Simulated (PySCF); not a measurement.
From one molecule to another.

First species: C7H10OSi.
SMILES: `CC#C[C@@H]1C[C@]1([SiH3])C=O`

Second species: C7H10OSi.
Z-matrix (Å and degrees, GFN2-xTB geometry), rows numbered from 1:
```
O 
C   1  1.4164
C   2  1.4928  1  112.39
C   3  1.3341  2  135.35  1    81.19
C   4  1.5121  3   94.51  2  -177.44
Si  5  1.8845  4  119.88  3   124.64
C   5  1.5128  4  112.59  3   -83.96
C   7  1.3290  5   94.42  4    84.22
C   8  1.5077  7   94.60  5    -1.01
H   1  0.9637  2  108.50  3   -55.06
H   2  1.0925  1  105.42  3  -120.26
H   2  1.1016  1  110.01  3   122.44
H   4  1.0747  3  134.91  2     5.05
H   6  1.4627  5  108.57  4  -165.25
H   6  1.4652  5  108.47  4    74.54
H   6  1.4639  5  108.25  4   -44.96
H   7  1.0738  5  130.51  4   -93.56
H   8  1.0743  7  134.89  5  -179.12
H   9  1.0838  3  118.70  2    49.94
```

Levels: PBE0/pcSseg-1 for dipole moment, HOMO energy, LUMO energy and HOMO–LUMO gap; GFN2-xTB for rotational constant A and rotational constant C. Geometries: GFN2-xTB. All species are isolated and taken at one optimised geometry, non-relativistic unless stated; the electronic structure was computed with PySCF and density fitting.

Dipoles, sizes and rotational constants follow the conformer. The torsions of the flexible species, by atom-mapped SMILES:
- `[CH3:1][C:2]#[C:3][C@@H:4]1[CH2:5][C@:6]1([SiH3:7])[CH:8]=[O:9]`: C5–C6–C8–O9 149°
- `[OH:1][CH2:2][C:3]1=[CH:4][C@@:5]2([SiH3:6])[CH:7]=[CH:8][C@@H:9]12`: O1–C2–C3–C4 81°, H–O1–C2–C3 -55°

Values for the first species:

```
Dipole moment         : 3.14 D
HOMO energy           : -7.16 eV
LUMO energy           : -0.78 eV
HOMO–LUMO gap         : 6.38 eV
Rotational constant A : 2.522 GHz
Rotational constant C : 0.651 GHz
```

(1) Estimate the same properties for the second species, and the change in each.

## Answers

(1) 
| property | first | second | second less first |
| --- | --- | --- | --- |
| dipole moment | 3.14 D | 1.50 D | -1.64 D |
| HOMO energy | -7.16 eV | -7.04 eV | +0.12 eV |
| LUMO energy | -0.78 eV | -0.59 eV | +0.19 eV |
| HOMO–LUMO gap | 6.38 eV | 6.45 eV | +0.07 eV |
| rotational constant A | 2.522 GHz | 2.373 GHz | -0.149 GHz |
| rotational constant C | 0.651 GHz | 0.772 GHz | +0.121 GHz |

On the first: The dipole matches unit charges of opposite sign 0.65 Å apart (1 e·Å = 4.8032 D). A dipole of 3.14 D is allowed in C1, and pure rotational transitions are dipole-allowed.

On the second: A dipole of 1.50 D is allowed in C1, and pure rotational transitions are dipole-allowed. The dipole matches unit charges of opposite sign 0.31 Å apart (1 e·Å = 4.8032 D). GFN2-xTB frequencies show an imaginary mode (26i cm⁻¹), so this geometry is no minimum at that level.
